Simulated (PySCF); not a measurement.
**Dipole response of Bi⁺ (bismuth, charge +1)**

[Xe] 4f14 5d10 6s2 6p2, high-spin 3P determinant. All numbers are calculated (PySCF 2.14, a scalar-relativistic core potential, in aug-cc-pVQZ-PP with ECP60MDF (7s7p5d3f2g, 92 functions)). Coupled (time-dependent) response in atomic units; α is the mean over directions.

```
method  mean α (bohr³)         α xx, yy, zz  C₆ (like pair)  S(−4)
 B3LYP           27.40  23.43, 29.38, 29.38           250.9  198.6
```

S(−4) is the Cauchy moment in α(ω) = α(0) + S(−4) ω² + …

Spin-orbit coupling is absent.

α(iu) at B3LYP:

```
u (hartree)  α(iu) (bohr³)
          0          27.40
     0.0500          26.91
      0.100          25.59
      0.200          21.63
      0.300          17.60
      0.500          11.74
      0.750          7.765
       1.00          5.627
       1.50          3.488
       2.00          2.430
       3.00          1.389
       5.00         0.6178
```

For an ion, C₆ is the dispersion term alone; charge-induced terms of lower order in 1/R come first.

The components differ because the open shell of this determinant is not spherical; for a pure term their mean is the scalar polarisability.

Energies and moments cover only the electrons outside the core potential. Spin-orbit coupling is strong in this species (close to jj coupling), so the high-spin LS determinant is a model state, not a physical level.
